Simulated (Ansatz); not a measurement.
System: AlPH$_{4}$, charge 0, singlet. AlPH4 (SMILES [AlH2][PH2]).
B3LYP-D3(BJ)/def2-TZVP minimum from Ansatz (a quantum-chemistry and plane-wave program):
```
Al
H 1 1.5801
H 1 1.5801 2 121.00
P 1 2.3300 2 119.37 3 -174.16
H 4 1.4183 1 94.96 2 -44.88
H 4 1.4183 5 95.50 1 95.48
```

Hartree-Fock and MP2 correlation energies in hartree (Ansatz). UHF or UKS for unpaired electrons; spin-orbit terms are left out. Cores are frozen in correlated methods. No relativity.

```
basis        X       E(HF)  E(corr, MP2)
-----------  -  ----------  ------------
cc-pV(T+d)Z  3  -585.00519      -0.24365
cc-pV(Q+d)Z  4  -585.01114      -0.26150
cc-pV(5+d)Z  5  -585.01231      withheld
```

Problem. Fit E(corr) = E∞ + A/X³ to X = 3 and 4, predict X = 5, and compare with the run.

Solution. A = (-0.24365 - (-0.26150))/(1/27 - 1/64) = 0.8336; E∞ = -0.26150 - A/64 = -0.27453; at X = 5, E∞ + A/125 = -0.26786. The run gave -0.26894, 1.08 mEh below the prediction. The same form on X = 4 and 5 gives E∞ = -0.27675, 2.22 mEh below the first estimate.
